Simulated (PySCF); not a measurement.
Basis and Hamiltonian dependence of the excitation energy of Ir⁺

Ir⁺ [Xe] 4f14 5d7 6s1 (5F) → Ir⁺ [Xe] 4f14 5d6 6s1 7s1 (7D). All values are computed (PySCF 2.14, energy differences of UHF-based or UKS calculations, no spin-orbit coupling). Values in eV.

| basis | Hamiltonian | functions | UHF | LDA | PBE0 | MP2 (valence) | CCSD(T) (valence) | CCSD(T) (valence and next inner shell) |
| --- | --- | --- | --- | --- | --- | --- | --- | --- |
| def2-TZVPPD with the def2 core potential (60 electrons) | ECP | 59 | 11.943 | 13.095 | 12.934 | 13.049 | 13.013 | 12.894 |
| aug-cc-pwCVDZ-PP with ECP60MDF | ECP | 70 | 11.091 | 12.636 | 12.373 | 12.244 | 12.193 | 12.019 |
| ANO-RCC-VTZP | spin-free X2C | 84 | 11.162 | 12.693 | 12.327 | 12.379 | 12.369 | 12.311 |
| x2c-TZVPPall with one added diffuse shell each of s, p, d, f type | spin-free X2C | 113 | 11.156 | 12.812 | 12.406 | 12.378 | 12.341 | n/a |

Frozen in the all-electron rows: valence: [Xe] 4f14; valence and next inner shell: [Kr] 4d10 4f14; with a core potential, the same shells as far as they lie outside it.

At UHF, def2-TZVPPD with the def2 core potential (60 electrons) lies more than 0.3 eV from the median of the rows with comparable relativity. Of these, def2-TZVPPD with the def2 core potential (60 electrons) has no diffuse functions of the l that the added or promoted electron needs.
